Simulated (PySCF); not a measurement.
**Ionising InCl**

RHF-SCS-MP2; PySCF, scalar-relativistic core potentials, basis sets In def2-SVPD with ECP28, Cl def2-SVPD. Neutral (RHF): singlet (closed shell), Re = 2.477 Å, ωe = 303 cm⁻¹, De = 4.42 eV.

InCl⁻ (UHF): doublet (π ↑), Re = 2.691 Å, ωe = 196 cm⁻¹, De = 1.14 eV to In + Cl⁻. The energies at the minima are -648.86515 hartree for InCl and -648.87198 for InCl⁻.

Task: Work out the adiabatic electron affinity, without and with harmonic zero-point energies (1 hartree = 27.2114 eV, 1 eV = 8065.5 cm⁻¹), and the change of the bond length.

Result: At SCS-MP2: 0.00683 hartree = 0.186 eV between the minima; the zero-point term (303.0 − 196.0)/2 cm⁻¹ = +0.007 eV makes it 0.192 eV. Re changes by +21.4 pm against the neutral. The electron enters a π orbital, and the longer bond of the ion fits an antibonding orbital, or a change in how ionic the bond is.

Correlated steps freeze 9 core orbitals. Correlated levels converge slowly with the basis: in double zeta they bind strong bonds too weakly, by up to about 1 eV, and carry superposition errors of some tenths. These are scalar-relativistic numbers at best; spin–orbit coupling would shift them, the dissociation energy most. For an ion De counts to the pair picked by the measured ionisation energies or electron affinities, which need not be the lowest pair at this level. Where the molecule has an RHF reference, its open-shell atoms are computed with UHF. States were picked by a PBE0 search and need not be the measured ground states.

Neutral and ion stand on different kinds of reference determinant, which adds to the error of the difference.
